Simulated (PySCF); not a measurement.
Correlation energy of Si (silicon, neutral)

[Ne] 3s1 3p3, high-spin 5S determinant (an excited configuration). Calculation: PySCF 2.14, in x2c-TZVPPall with one added diffuse shell each of s, p, d type (6s6p4d1f, 51 functions); scalar relativity by spin-free X2C-1e. Frozen: [Ne]; 4 electrons correlated.

MP2 pair energies summed by pair of shells (mhartree):

| pair | energy | share (%) |
| --- | --- | --- |
| 3p-3p | -17.68 | 82.3 |
| 3s-3p | -3.81 | 17.7 |

Total MP2 correlation energy: -21.48 mhartree.

Same-spin part -21.48 and opposite-spin part 0.00 mhartree; SCS-MP2 scales them by 1/3 and 6/5 to -7.16 mhartree.
